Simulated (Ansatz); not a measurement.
Ansatz (a program for electronic structure) input file for C₃H₃, SMILES [CH]1[CH][CH]1 (connectivity only; charge and spin as stated), neutral, multiplicity 2, PBE-D3(BJ)/def2-TZVP. 

Ansatz 0.2 input:
```yaml
crystal:
  periodic: [false, false, false]
  atoms:
    - {symbol: C, position_ang: [-0.87347755, -0.13742835, 0.00000000]}
    - {symbol: C, position_ang: [0.41786385, 0.01286677, -0.65389594]}
    - {symbol: C, position_ang: [0.41786386, 0.01286677, 0.65389593]}
    - {symbol: H, position_ang: [-1.73297316, 0.53133257, 0.00000001]}
    - {symbol: H, position_ang: [0.97973609, 0.06941815, -1.56962876]}
    - {symbol: H, position_ang: [0.97973608, 0.06941815, 1.56962876]}
basis:
  gaussian:
    orbitals: def2-TZVP
hamiltonian:
  xc: pbe
  dispersion: d3bj
magnetization: {spin_polarized: true, initial_magnetization: 1}
relax: {f_tol: 0.002, max_steps: 200}
```

Program output:

```
WARN ansatz: RAYON_NUM_THREADS=1 ignored (pool sized by the plan → 1); use --threads N
Functional definition: PBE
integrals: 0.02 GiB planned
672 factors; their error is unknown
mean field: 0.32 GiB planned
mean field evaluation 1: about -3144.1492 eV, gradient 4.0e1 eV
mean field evaluation 2: about -3133.1191 eV, gradient 6.0e1 eV
mean field evaluation 4: about -3152.1375 eV, gradient 3.7e0 eV
mean field evaluation 8: about -3152.2029 eV, gradient 3.9e-2 eV
mean field evaluation 16: about -3152.1755 eV, gradient 4.6e-5 eV
mean field -3152.17549979 eV, -115.8403129959 hartree, gradient 3.2e-5 eV, S^2 0.752605; 0 other end points of the search recorded, 0 dependent functions left out
the calculation of the forces begins
reference -3152.17553257 eV, -115.8403142006 hartree; 11, 10 occupied and 100, 101 virtual orbitals, 672 factors
relax step   1: F+E_penalty+E_count = -3152.25728800 eV  Δ(F+E_penalty+E_count) = +0.000e0 eV  max|allowed force component| = 4.422e-1 eV/Å  Δτ_max = 0.0000 Å  (31 SCF iters, accepted)
these checks for a lower state are left out or cut short: starts, cluster_reference, orbital_swaps, neighbouring_geometries, increment
integrals: 0.02 GiB planned
672 factors; their error is unknown
mean field: 0.32 GiB planned
mean field -3152.18345042 eV, -115.8406051761 hartree, gradient 1.7e-5 eV, S^2 0.752617; 0 other end points of the search recorded, 0 dependent functions left out
the calculation of the forces begins
reference -3152.18348330 eV, -115.8406063846 hartree; 11, 10 occupied and 100, 101 virtual orbitals, 672 factors
relax step   2: F+E_penalty+E_count = -3152.26510433 eV  Δ(F+E_penalty+E_count) = -7.816e-3 eV  max|allowed force component| = 1.411e-1 eV/Å  Δτ_max = 0.0104 Å  (33 SCF iters, accepted)
these checks for a lower state are left out or cut short: starts, cluster_reference, orbital_swaps, neighbouring_geometries, increment
integrals: 0.02 GiB planned
672 factors; their error is unknown
mean field: 0.32 GiB planned
mean field evaluation 32: about -3152.1844 eV, gradient 1.9e-5 eV
mean field -3152.18440043 eV, -115.8406400885 hartree, gradient 1.8e-5 eV, S^2 0.752627; 0 other end points of the search recorded, 0 dependent functions left out
the calculation of the forces begins
reference -3152.18443336 eV, -115.8406412987 hartree; 11, 10 occupied and 100, 101 virtual orbitals, 672 factors
relax step   3: F+E_penalty+E_count = -3152.26599527 eV  Δ(F+E_penalty+E_count) = -8.909e-4 eV  max|allowed force component| = 2.127e-2 eV/Å  Δτ_max = 0.0041 Å  (34 SCF iters, accepted)
these checks for a lower state are left out or cut short: starts, cluster_reference, orbital_swaps, neighbouring_geometries, increment
integrals: 0.02 GiB planned
672 factors; their error is unknown
mean field: 0.32 GiB planned
mean field -3152.18441671 eV, -115.8406406866 hartree, gradient 1.9e-5 eV, S^2 0.752628; 0 other end points of the search recorded, 0 dependent functions left out
the calculation of the forces begins
reference -3152.18444964 eV, -115.8406418969 hartree; 11, 10 occupied and 100, 101 virtual orbitals, 672 factors
relax step   4: F+E_penalty+E_count = -3152.26601158 eV  Δ(F+E_penalty+E_count) = -1.632e-5 eV  max|allowed force component| = 7.992e-3 eV/Å  Δτ_max = 0.0008 Å  (34 SCF iters, accepted)
these checks for a lower state are left out or cut short: starts, cluster_reference, orbital_swaps, neighbouring_geometries, increment
integrals: 0.02 GiB planned
672 factors; their error is unknown
mean field: 0.32 GiB planned
mean field -3152.18441986 eV, -115.8406408025 hartree, gradient 1.7e-5 eV, S^2 0.752628; 0 other end points of the search recorded, 0 dependent functions left out
the calculation of the forces begins
reference -3152.18445279 eV, -115.8406420128 hartree; 11, 10 occupied and 100, 101 virtual orbitals, 672 factors
relax step   5: F+E_penalty+E_count = -3152.26601803 eV  Δ(F+E_penalty+E_count) = -6.449e-6 eV  max|allowed force component| = 2.024e-3 eV/Å  Δτ_max = 0.0008 Å  (34 SCF iters, accepted)
these checks for a lower state are left out or cut short: starts, cluster_reference, orbital_swaps, neighbouring_geometries, increment
integrals: 0.02 GiB planned
672 factors; their error is unknown
mean field: 0.32 GiB planned
mean field -3152.18441940 eV, -115.8406407855 hartree, gradient 1.7e-5 eV, S^2 0.752628; 0 other end points of the search recorded, 0 dependent functions left out
the calculation of the forces begins
reference -3152.18445233 eV, -115.8406419958 hartree; 11, 10 occupied and 100, 101 virtual orbitals, 672 factors
relax step   6: F+E_penalty+E_count = -3152.26601819 eV  Δ(F+E_penalty+E_count) = -1.546e-7 eV  max|allowed force component| = 3.170e-4 eV/Å  Δτ_max = 0.0001 Å  (33 SCF iters, accepted)
integrals: 0.02 GiB planned
672 factors; their error is unknown
mean field: 0.32 GiB planned
mean field evaluation 64: about -3152.1844 eV, gradient 1.8e-5 eV
mean field evaluation 96: about -3148.4968 eV, gradient 1.6e1 eV
mean field -3152.18441940 eV, -115.8406407855 hartree, gradient 1.7e-5 eV, S^2 0.752628; 4 other end points of the search recorded, 0 dependent functions left out
the calculation of the forces begins
reference -3152.18445233 eV, -115.8406419958 hartree; 11, 10 occupied and 100, 101 virtual orbitals, 672 factors
Total energy: -3152.26605112 eV, -115.8436406960 hartree
Atom 0 at    -0.877620    -0.141081    -0.000000 Å, force     0.000289     0.000121    -0.000000 eV/Å
Atom 1 at     0.418831     0.011364    -0.659168 Å, force    -0.000317    -0.000019    -0.000148 eV/Å
Atom 2 at     0.418831     0.011364     0.659168 Å, force    -0.000317    -0.000019     0.000148 eV/Å
Atom 3 at    -1.741913     0.535694     0.000000 Å, force    -0.000003    -0.000065     0.000000 eV/Å
Atom 4 at     0.985310     0.070566    -1.582535 Å, force     0.000174    -0.000009     0.000161 eV/Å
Atom 5 at     0.985310     0.070566     1.582535 Å, force     0.000174    -0.000009    -0.000161 eV/Å
Dipole moment:     0.268885     0.169462    -0.000000 e Å
```

The run converged.

Cost: very roughly 18 core-seconds.
